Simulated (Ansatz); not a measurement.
Diatomic AlCl-, multiplicity 2 (lowest of 2S+1 = 2, 4 at CCSD(T)/def2-TZVPP on PBE0 minima; our sources give no spin for the ground state, which may be another).

The constants come from a fifth-degree fit in 1/R (seven points, main isotopes). Runs in def2 and cc sets follow the lowest solution found near the PBE0 minimum.

Correlated levels freeze the cores. CBS: X⁻³ extrapolation of the correlation energy, Hartree–Fock from the larger set.

Programs: Ansatz (Gaussian basis) for Hartree–Fock, density functionals and correlated methods. Each number belongs to the level named beside it.

Q: What bond length and harmonic frequency does PBE/def2-TZVPP give?

A: r_e = 2.332 Å, ω_e = 321 cm⁻¹.

Q: What bond length and harmonic frequency does CCSD(T)/CBS(aug-cc-pV(T+d)Z, aug-cc-pV(Q+d)Z) give?

A: r_e = 2.269 Å, ω_e = 348 cm⁻¹.

Q: What bond length and harmonic frequency does CCSD(T)/CBS(def2-TZVPP, def2-QZVPP) give?

A: r_e = 2.292 Å, ω_e = 340 cm⁻¹.

Ansatz is a quantum-chemistry and plane-wave program.
